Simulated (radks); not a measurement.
Task: These are the eigenvalues of the occupied orbitals of an atom or ion with whole-number occupations (eV). Method: scalar-relativistic Kohn-Sham, LDA (Slater exchange, Perdew-Wang correlation), spin-polarised, spherical densities, finite nucleus; Fermi nuclear charge, rms radius of each element as measured or else 0.836 A^(1/3) + 0.57 fm; computed with a radial shooting solver on a logarithmic mesh with Libxc functionals.

1s up: -8198.452
1s down: -8198.446
2s up: -982.6488
2s down: -982.0983
2p up: -847.0015
2p down: -846.5778
3s up: -114.3535
3s down: -113.3158
3p up: -75.2568
3p down: -74.2467
3d up: -13.7144
3d down: -12.8386

Which element is it, and in what charge state? The configuration may be excited. Open shells, if any, are filled with parallel spins first.

Result: Z = 28, nickel, charge +1: Ni+ in [Ar] 3d9. The list shows which subshells hold electrons but not how many an open one holds; the 1s level, -301.29 hartree, gives Z - s = 24.5 by -(Z - s)^2/2, which with screening and relativity narrows Z to a few neighbours, and the depths of the outer levels then fix element, charge and occupations together.
